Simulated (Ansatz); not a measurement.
`F[SiH](F)[NH][GeH3]`. Total charge 0; spin multiplicity 1. All single points use the PBE0-D4/def2-TZVP geometry. It is one conformer, not always the lowest.

```xyz
10

F    -0.609    0.245    2.374
Si   -1.240   -0.065    0.948
F    -1.792    1.342    0.460
N    -0.112   -0.648   -0.158
Ge    1.292    0.264   -0.949
H    -2.351   -1.011    1.138
H    -0.152   -1.635   -0.363
H     1.097    0.273   -2.473
H     2.610   -0.446   -0.600
H     1.257    1.684   -0.377
```

Task: What is the dipole moment at ωB97M-V/def2-TZVPP? (Estimate.)

Result: The calculation gave: 2.62 D, with components (0.97, -1.84, -1.59) D in this frame, pointing from negative to positive charge.

Task: And with PBE, r2SCAN, B3LYP? (An estimate is asked.)

Result: Ansatz gave: PBE 2.53 D, r2SCAN 2.58 D, B3LYP 2.62 D.

Task: Give the Mulliken charges with ωB97M-V, B3LYP, PBE in def2-TZVPP. (An estimate is asked.)

Result: The calculation gave: 
```csv
atom,ωB97M-V,B3LYP,PBE
F1,-0.31,-0.32,-0.27
Si2,0.75,0.79,0.67
F3,-0.31,-0.32,-0.28
N4,-0.42,-0.40,-0.35
Ge5,0.18,0.22,0.19
H6,-0.05,-0.10,-0.10
H7,0.11,0.13,0.14
H8,0.01,-0.01,-0.01
H9,0.01,-0.01,-0.01
H10,0.04,0.02,0.02
```

B3LYP here is the variant with VWN-RPA as its local correlation; programs differ in this.
